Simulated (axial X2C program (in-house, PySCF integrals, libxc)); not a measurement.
Worked dissociation energy of OsH⁺: MP2, spin-free

Computed with an in-house all-electron X2C program for linear molecules (integrals from PySCF). Spin-free means the one-electron spin-free X2C Hamiltonian. Basis: Os dyall-cv3z [13s14p9d6f4g], H dyall-v3z [6s2p1d] (cores contracted in-house); Gaussian nuclei, density fitting, unrestricted open shells. Masses: Os 191.961 u, H 1.008 u.

Molecular state: M_S = 2, Λ = 1 (beyond evenly filled blocks: σα, π+α, π+β, π-α, δ+α, δ-α).

Correlated methods: 8 electrons correlated (number of frozen shells: Os 5 s, 4 p, 2 d, 1 f; H none), 230 virtual spin orbitals or spinors in MP2.

* E(Os+) (2M_S = 5, M_L = 0): -17250.114723 hartree
* E(H) (2M_S = 1, M_L = 0): -0.500004 hartree
* E(OsH⁺) at Re: -17250.710617 hartree
* ωe: 2349.9 cm⁻¹

**Question.** Work out De and D0.

**Answer.** De = -17250.114723 + (-0.500004) − (-17250.710617) = 0.09589 hartree = 2.609 eV. The zero-point energy is ωe/2 = 1175 cm⁻¹ = 0.146 eV, so D0 = 2.464 eV.

Occupations by symmetry block were frozen at the best pattern of an incomplete PBE0 search. Dissociation energies refer to the lowest single-determinant-based atoms at the same level and basis. Other states lie close and PBE0, whose exact exchange favours high spin, may order them wrongly; the determinant shown need not be the ground state. The nearest other spin-free determinant of the search, M_S = 2, Λ = 2, lies 0.37 eV up at the distance of the search. The determinant is spin-polarised beyond a pure state at some levels (its spin-free form has ⟨S²⟩ too high), which makes Re and μ there less reliable.

Each atomic determinant is the lowest at this level and need not be a pure term. Totals compare only within one Hamiltonian and basis.
